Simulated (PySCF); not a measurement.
**Correlation energy of Cr (chromium, neutral)**

[Ar] 3d4 4s1 4p1, one real determinant (an excited configuration). Computed with PySCF 2.14 in aug-cc-pVTZ (8s7p5d3f2g, 93 functions), with no relativity, point nucleus. Frozen: [Ar]; 6 electrons correlated.

```tsv
level	correlation energy (mhartree)
CCSD	-71.58
(T)	-1.44
CCSD(T)	-73.02
```

Diagnostics: T1 = 0.15, D1 = 0.5017, largest double amplitude 0.042.

The real determinant used has ⟨L²⟩ near 8 against 12 for a pure F term, so it mixes terms. T1 exceeds 0.03, a sign that the reference determinant is poor.

Cost of the coupled-cluster step: of the order of 30 core-seconds, for 6 correlated electrons.

Iterations:

```
CC2 = 0
CCSD nocc = (np.int64(6), np.int64(0)), nmo = (84, 84)
frozen orbitals [[0, 1, 2, 3, 4, 5, 6, 7, 8], [0, 1, 2, 3, 4, 5, 6, 7, 8]]
max_cycle = 100
direct = 0
conv_tol = 1e-08
conv_tol_normt = 1e-06
diis_space = 8
diis_start_cycle = 0
Init t2, MP2 energy = -0.0599433294282488
Init E_corr(UCCSD) = -0.0599433294402393
cycle = 1  E_corr(UCCSD) = -0.0661358452830986  dE = -0.00619251584  norm(t1,t2) = 0.0349778
cycle = 2  E_corr(UCCSD) = -0.0676086915834914  dE = -0.0014728463  norm(t1,t2) = 0.018117
cycle = 3  E_corr(UCCSD) = -0.0686265698862506  dE = -0.0010178783  norm(t1,t2) = 0.0129948
cycle = 4  E_corr(UCCSD) = -0.0687141444538698  dE = -8.75745676e-05  norm(t1,t2) = 0.0107738
cycle = 5  E_corr(UCCSD) = -0.0691291548789412  dE = -0.000415010425  norm(t1,t2) = 0.0102915
cycle = 6  E_corr(UCCSD) = -0.0704427267344662  dE = -0.00131357186  norm(t1,t2) = 0.00922275
cycle = 7  E_corr(UCCSD) = -0.0708500854903585  dE = -0.000407358756  norm(t1,t2) = 0.00589813
cycle = 8  E_corr(UCCSD) = -0.0711938130100527  dE = -0.00034372752  norm(t1,t2) = 0.00381976
cycle = 9  E_corr(UCCSD) = -0.071230454957935  dE = -3.66419479e-05  norm(t1,t2) = 0.00295205
cycle = 10  E_corr(UCCSD) = -0.0713568471166923  dE = -0.000126392159  norm(t1,t2) = 0.00234396
cycle = 11  E_corr(UCCSD) = -0.0715121300126376  dE = -0.000155282896  norm(t1,t2) = 0.00189232
cycle = 12  E_corr(UCCSD) = -0.0715473468690212  dE = -3.52168564e-05  norm(t1,t2) = 0.00110435
cycle = 13  E_corr(UCCSD) = -0.0715978330948616  dE = -5.04862258e-05  norm(t1,t2) = 0.000580437
cycle = 14  E_corr(UCCSD) = -0.0715906717447603  dE = 7.1613501e-06  norm(t1,t2) = 0.000306843
cycle = 15  E_corr(UCCSD) = -0.0715794634439282  dE = 1.12083008e-05  norm(t1,t2) = 0.000155432
cycle = 16  E_corr(UCCSD) = -0.0715801427365074  dE = -6.79292579e-07  norm(t1,t2) = 7.82905e-05
cycle = 17  E_corr(UCCSD) = -0.0715800933111765  dE = 4.9425331e-08  norm(t1,t2) = 4.31458e-05
cycle = 18  E_corr(UCCSD) = -0.0715816606608767  dE = -1.5673497e-06  norm(t1,t2) = 2.29893e-05
cycle = 19  E_corr(UCCSD) = -0.0715819124272215  dE = -2.51766345e-07  norm(t1,t2) = 1.09976e-05
cycle = 20  E_corr(UCCSD) = -0.0715821655956323  dE = -2.53168411e-07  norm(t1,t2) = 5.67553e-06
cycle = 21  E_corr(UCCSD) = -0.0715820881568996  dE = 7.74387327e-08  norm(t1,t2) = 2.88783e-06
cycle = 22  E_corr(UCCSD) = -0.0715819959024204  dE = 9.22544792e-08  norm(t1,t2) = 1.24597e-06
cycle = 23  E_corr(UCCSD) = -0.0715819631519097  dE = 3.27505106e-08  norm(t1,t2) = 4.93958e-07
cycle = 24  E_corr(UCCSD) = -0.0715819480813123  dE = 1.50705975e-08  norm(t1,t2) = 2.3815e-07
cycle = 25  E_corr(UCCSD) = -0.0715819443318403  dE = 3.74947196e-09  norm(t1,t2) = 1.17872e-07
UCCSD converged
E(UCCSD) = -1043.35366669055  E_corr = -0.07158194433184033
UCCSD(T) correction = -0.00143946579351871
```

The reference is one real determinant that mixes LS terms of this configuration.
